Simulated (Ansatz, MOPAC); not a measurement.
Process, species as SMILES: O[Si]([SiH3])(O)O + H+ -> O[Si](O)([OH2+])[SiH3] (at O, the best of the heteroatom sites tried; carbon was not tried)

Wanted: proton affinity (enthalpy at 298 K), in kcal/mol. Positive where the reaction releases energy. Conventions: spin-orbit terms left out; dispersion terms only where a functional's name holds one; frozen cores in correlated levels; non-relativistic. CBS(X,Y): correlation extrapolated as X^-3; Hartree-Fock from the larger set. Ab initio and DFT rows: single points at B3LYP-D3(BJ) geometries (Ansatz, a program for electronic structure), with unscaled harmonic terms from B3LYP/6-31G* (Ansatz) at its own minima. Semi-empirical rows: MOPAC heats of formation at their own minima for 298 K, the proton's as measured.

```csv
species,coefficient,"E at HF/STO-3G (Ansatz), Eh","E at wB97M-V/def2-TZVPD (Ansatz), Eh","H(298 K) - E, kcal/mol","heat of formation at PM3 (MOPAC), kcal/mol"
O[Si](O)(O)[SiH3],+1,-796.27578,-808.43187,48.62,-225.41
H+,+1,0.00000,0.00000,1.48,365.69
O[Si](O)([OH2+])[SiH3],-1,-796.71415,-808.73879,56.48,-67.40
```

Coupled cluster (Ansatz) is a level with limits of its own, used here on species with T1 under 0.025 (0.045 for open shells) and stable references: CCSD(T)/CBS(cc-pV(T+d)Z,cc-pV(Q+d)Z). Value to compare with, CCSD(T)/CBS(cc-pV(T+d)Z,cc-pV(Q+d)Z) (Ansatz): 187.8 kcal/mol. 1 Eh = 627.5095 kcal/mol.

**Question.** Work the quantity out at each level, and compare with CCSD(T)/CBS(cc-pV(T+d)Z,cc-pV(Q+d)Z) (Ansatz).

**Answer.** 
- HF/STO-3G: the sum of coefficient times E is 0.43837 Eh, or 275.08 kcal/mol; the thermal terms add -6.38. Result: 268.7 kcal/mol. Its difference against CCSD(T)/CBS(cc-pV(T+d)Z,cc-pV(Q+d)Z) (Ansatz) is 80.9 kcal/mol.
- wB97M-V/def2-TZVPD: the sum of coefficient times E is 0.30692 Eh, or 192.60 kcal/mol; the thermal terms add -6.38. Result: 186.2 kcal/mol. Its difference against CCSD(T)/CBS(cc-pV(T+d)Z,cc-pV(Q+d)Z) (Ansatz) is -1.6 kcal/mol.
- PM3: the sum of coefficient times heat of formation is 207.68 kcal/mol; it needs no thermal term. Its difference against CCSD(T)/CBS(cc-pV(T+d)Z,cc-pV(Q+d)Z) (Ansatz) is 19.9 kcal/mol.
